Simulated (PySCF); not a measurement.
C8H12P2.
Atom-mapped SMILES: `[CH3:1][C:2]([CH3:3])([CH3:4])[c:5]1[cH:6][cH:7][p:8][cH:9][p:10]1`

Definitions: NICS(0) = −σiso at the ring centroid; NICS(1) = −σiso and NICS(1)zz = −σzz at ±1 Å along the ring normal z. Level: GIAO PBE0/pcSseg-1 (PySCF, non-relativistic, gas phase) on the GFN2-xTB geometry, one conformer.

Ring bond lengths (Å), with Mayer bond orders in brackets: C5–C6 1.388 (1.38), C6–C7 1.380 (1.50), C7–P8 1.733 (1.30), P8–C9 1.726 (1.32), C9–P10 1.727 (1.32), P10–C5 1.750 (1.30).

Q: What do the NICS probes read (ppm)?

A: 
```
              ring                                                 type  NICS(0)  NICS(1), two faces  NICS(1)zz, two faces  rms pucker (Å)  centre to ring atoms, mean (Å)
C5–C6–C7–P8–C9–P10  6-membered ring with 2 P; formal bonds all aromatic     -6.5       -10.1 / -10.1         -24.6 / -24.5            0.01                            1.60
```

Q: What do they say, and how far can they be read as aromaticity?

A: 
- C5–C6–C7–P8–C9–P10: mean NICS(1)zz -24.6 ppm, shielded.

Q: How equal are the bonds by HOMA? HOMA takes Krygowski's 1993 parameters.

A: 
- C5–C6–C7–P8–C9–P10: HOMA 0.89; the largest term is that of P10–C5, α(R − Ropt)² = 0.32.

Q: Give the inner angles of the rings and the Hirshfeld charges of the ring atoms.

A: 
- C5–C6–C7–P8–C9–P10: C5 124.5° (-0.036 e), C6 128.7° (-0.036 e), C7 128.7° (-0.105 e), P8 101.6° (+0.097 e), C9 132.2° (-0.174 e), P10 104.2° (+0.119 e); sum 720.0° against 720° for a flat convex ring.

Q: What are the shieldings of the ring atoms and their hydrogens in the same run (means over atoms taken as equivalent)?

A: 
| atoms | environment | σ isotropic (ppm) |
| --- | --- | --- |
| C5 | substituted aromatic carbon | -7.1 |
| C6 | aromatic CH carbon | 49.6 |
| C7 | aromatic CH carbon | 25.5 |
| P8 | phosphorus bonded to 2 C | 69.2 |
| C9 | aromatic CH carbon | -8.8 |
| P10 | phosphorus bonded to 2 C | 59.5 |
| H on C6 | aromatic hydrogen | 23.06 |
| H on C7 | aromatic hydrogen | 22.35 |
| H on C9 | aromatic hydrogen | 20.78 |

Cost: about 3 min of CPU time on one thread (grids of density and orbitals included); the machine was shared, so the figure is rough. This is the whole shielding run at PBE0/pcSseg-1, SCF included.

The values belong to the conformer `[CH3:1][C:2]([CH3:3])([CH3:4])[c:5]1[cH:6][cH:7][p:8][cH:9][p:10]1`: C1–C2–C5–C6 57°.
